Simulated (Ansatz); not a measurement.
Consider the redistribution: `C[SiH](F)[SiH2]N` + `C[CH](Cl)[SnH3]` → `CC(Cl)[SiH2]N` + `C[SiH](F)[SnH3]`.

Computed with Ansatz on PBE0-D4/def2-TZVP structures; ΔE is electronic, products minus reactants. CCSD(T)/CBS adds triple-zeta CCSD(T) − MP2 to the extrapolated MP2 energy (def2 sets, frozen cores). DFT in def2-TZVPP. Elements past krypton have def2 core potentials. For Sn outer-core shells are correlated without core-valence functions, which leaves a few kJ/mol of doubt a bond. Each species was taken in one conformer, which may not be the lowest.

`C[SiH](F)[SiH2]N`:

```xyz
13

C     0.565    1.323   -1.341
Si   -0.147   -0.394   -1.198
F     0.719   -1.387   -2.129
Si   -0.101   -1.183    1.014
N    -0.667    0.109    2.015
H     1.592    1.364   -0.973
H    -0.039    2.025   -0.758
H     0.559    1.660   -2.380
H    -1.533   -0.401   -1.742
H    -1.040   -2.321    1.210
H     1.270   -1.693    1.334
H    -0.991   -0.097    2.947
H    -0.186    0.995    2.000
```

`C[CH](Cl)[SnH3]`:

Z-matrix (Å, degrees):
```
C
C 1 1.511
H 1 1.093 2 111.1
H 1 1.094 2 109.8 3 -119.6
H 1 1.092 2 111.5 3 120.5
Cl 2 1.797 1 110.3 3 -57.6
Sn 2 2.167 1 113.8 3 -178.8
H 2 1.090 1 110.8 3 58.4
H 7 1.705 2 107.6 1 59.7
H 7 1.712 2 108.9 1 -59.3
H 7 1.703 2 109.4 1 -179.6
```

`CC(Cl)[SiH2]N`:

Cartesian coordinates in Å:
```
C 0.100 -1.125 -1.254
C 0.758 -0.710 0.043
Cl 2.229 0.282 -0.301
Si -0.324 0.358 1.174
N -0.801 1.847 0.482
H -0.254 -0.253 -1.810
H -0.761 -1.766 -1.039
H 0.789 -1.680 -1.894
H 1.126 -1.584 0.586
H 0.456 0.592 2.415
H -1.569 -0.406 1.463
H -0.115 2.533 0.214
H -1.633 1.912 -0.079
```

`C[SiH](F)[SnH3]`:

Cartesian coordinates in Å:
```
C -1.090 -1.184 0.844
Si 0.553 -0.336 0.656
F 1.677 -1.447 0.347
Sn 0.564 1.369 -1.269
H -1.386 -1.689 -0.078
H -1.053 -1.924 1.648
H -1.861 -0.449 1.093
H 0.941 0.323 1.933
H 0.118 0.633 -2.745
H 2.098 2.088 -1.474
H -0.563 2.616 -0.953
```

Is it downhill or uphill in electronic energy at CCSD(T)/CBS, and by how much? (Estimate.)

Computed: Downhill: ΔE = -57.3 kJ/mol.

What do these levels give: ωB97M-V, r2SCAN, PBE0, HF/def2-TZVPP, MP2/def2-TZVPP, CCSD/def2-TZVPP? (Best estimate.)

The calculation gave: ωB97M-V -64.7, r2SCAN -60.9, PBE0 -58.9, HF/def2-TZVPP -62.6, MP2/def2-TZVPP -58.1, CCSD/def2-TZVPP -56.6 kJ/mol.

Largest T1 diagnostic among the species: 0.013.

In def2-TZVPP, CCSD(T) changes the Hartree–Fock value by +7.2 kJ/mol (the triples alone add +1.2 kJ/mol) and MP2 by +4.5 kJ/mol. From PBE to PBE0 (25 % exact exchange), in def2-TZVPP and without D4, ΔE moves by −3.4 kJ/mol.
